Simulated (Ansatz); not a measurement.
Reaction (substitution at a C–Si bond): `C[SiH2][TeH]` + `[SH][Ga]([Cl])[Cl]` → `C[S][Ga]([Cl])[Cl]` + `[SiH3][TeH]`

Gas-phase electronic energies from Ansatz, PBE0-D4/def2-TZVP geometries. CCSD(T)/CBS is the MP2 limit (def2-TZVPP, def2-QZVPP) plus CCSD(T) − MP2 in def2-TZVPP, frozen cores. Elements past krypton have def2 core potentials. For Ga, Te outer-core shells are correlated without core-valence functions, which leaves a few kJ/mol of doubt a bond. Scalar relativity is left out up to krypton. One conformer a species, not always the lowest.

`C[SiH2][TeH]`:

Cartesian coordinates in Å:
```
C -0.598 -1.009 0.415
Si 0.083 0.728 0.364
Te 2.010 0.959 -1.212
H -1.418 -1.074 1.136
H 0.179 -1.719 0.704
H -0.980 -1.301 -0.565
H 0.657 1.124 1.678
H -0.984 1.694 -0.005
H 1.051 0.598 -2.515
```

`[SH][Ga]([Cl])[Cl]`:

Cartesian coordinates in Å:
```
S 0.094 -1.745 -0.076
Ga 0.163 0.397 0.291
Cl 1.225 1.162 1.960
Cl -0.820 1.773 -0.998
H -0.661 -1.588 -1.177
```

`C[S][Ga]([Cl])[Cl]`:

Z-matrix (Å, degrees):
```
C
S 1 1.820
H 1 1.090 2 105.7
H 1 1.088 2 111.3 3 -118.5
H 1 1.088 2 111.3 3 118.4
Ga 2 2.168 1 101.2 3 -180.0
Cl 6 2.133 2 120.8 1 0.0
Cl 6 2.123 2 121.4 1 -180.0
```

`[SiH3][TeH]`:

Z-matrix (Å, degrees):
```
Si
Te 1 2.494
H 1 1.484 2 111.4
H 1 1.484 2 111.4 3 122.4
H 1 1.484 2 104.9 3 -118.8
H 2 1.658 1 91.7 3 -60.9
```

```
             species  HF/def2-SVP energy (Eh)
      `C[SiH2][TeH]`               -597.18860
`[SH][Ga]([Cl])[Cl]`              -3239.86492
`C[S][Ga]([Cl])[Cl]`              -3278.86218
       `[SiH3][TeH]`               -558.16828
```

(1) Work out ΔE.

Largest T1 diagnostic among the species: 0.011.

Answers

(1) ΔE = (-3278.86218) + (-558.16828) − (-597.18860) − (-3239.86492) = 0.02306 Eh = +60.5 kJ/mol. CCSD(T)/CBS gives +59.1 kJ/mol.

From BLYP to BHLYP (50 % exact exchange), in def2-TZVPP and without D4, ΔE moves by +4.6 kJ/mol. Leaving LDA and LC-ωPBE aside and taking each functional with its dispersion term where it has one, the values, not all of them listed here, spread over 9.2 kJ/mol, from BLYP-D4 to B97M-V.
